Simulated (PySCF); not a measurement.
# Löwdin shares of the frontier orbitals

Compound: C4H15BP2.
Z-matrix (Å and degrees, PBE0-D3(BJ)/def2-SVP geometry), rows numbered from 1:
```
B 
P   1  1.9062
C   2  1.8189  1  113.64
C   2  1.8327  1  114.97  3   119.92
C   4  1.5217  2  113.41  1    59.50
C   2  1.8327  1  112.47  3  -119.19
P   6  1.8667  2  115.42  1  -177.58
H   1  1.2243  2  106.29  3   178.24
H   1  1.2260  2  104.73  3   -60.96
H   1  1.2259  2  104.15  3    58.55
H   3  1.0995  2  108.41  1    61.68
H   3  1.0995  2  108.66  1   -55.58
H   3  1.0997  2  112.04  1  -176.95
H   4  1.1028  2  105.10  1   -61.36
H   4  1.1037  2  108.91  1  -175.44
H   5  1.1013  4  111.76  2    64.04
H   5  1.1001  4  110.62  2  -176.40
H   5  1.0996  4  111.04  2   -56.26
H   6  1.1025  2  105.49  1    63.07
H   6  1.1005  2  107.28  1   -50.13
H   7  1.4287  6   97.47  2    83.76
H   7  1.4277  6   96.74  2   177.97
```

Theory: PySCF 2.14.0, density-fitted response routines, TDDFT B3LYP/def2-SVPD, vertical, gas phase, core orbitals frozen in the response.

Kohn–Sham orbitals with the atoms that hold most of them (Löwdin shares over 4%, at most four atoms; ? is withheld):

```
orbital  ε (eV)                             atoms
 LUMO+2    0.34  P7 33%, H21 13%, C6 12%, H22 11%
 LUMO+1    0.09   P7 45%, H22 13%, H21 11%, C6 6%
   LUMO   -0.31                                 ?
   HOMO   -7.50                                 ?
 HOMO-1   -7.79    B1 24%, P7 19%, P2 18%, H9 12%
 HOMO-2   -7.84    B1 40%, H10 27%, H9 11%, P2 7%
 HOMO-3   -7.85     B1 39%, H8 28%, H9 11%, P2 8%
```

Give the leading atoms of the LUMO.

P7 (bonded to C and 2 H) 27%; C6 (bonded to 2 P and 2 H) 10%; H22 (bonded to P) 9%; H21 (bonded to P) 8%. By element: phosphorus 27% or more, hydrogen 17% or more, carbon 10% or more.

Give the leading atoms of the HOMO.

P7 (bonded to C and 2 H) 48%; C6 (bonded to 2 P and 2 H) 12%; B1 (bonded to P and 3 H) 8%; P2 (bonded to B and 3 C) 6%. By element: phosphorus 54%, carbon 12% or more, boron 8%.

The HOMO–LUMO gap is 7.19 eV. Where does the response calculation put the lowest singlet, and from which orbitals?

S1 is at 6.34 eV (f = 0.048), 0.85 eV below the gap, made of HOMO→LUMO (92%). Without the coupling terms of the response equations the lowest excitation would equal the gap.

Give energy, strength and leading configuration of S1, S2, S3 and S7, and follow the Löwdin shares of the leading atoms from the occupied to the empty orbital.

- S1 (6.34 eV, f 0.048), HOMO→LUMO (92%): P7 48% → 27%, C6 12% → 10%
- S2 (6.70 eV, f 0.0052), HOMO-1→LUMO (89%): B1 24% → at most 8%, P7 19% → 27%, C6 at most 12% → 10%
- S3 (6.73 eV, f 0.024), HOMO→LUMO+1 (95%): P7 48% → 45%, C6 12% → 6%, H22 at most 7% → 13%
- S7 (7.19 eV, f 0.033), HOMO-1→LUMO+1 (86%): B1 24% → at most 6%, P7 19% → 45%, H22 at most 12% → 13%

One conformer stands for the species.
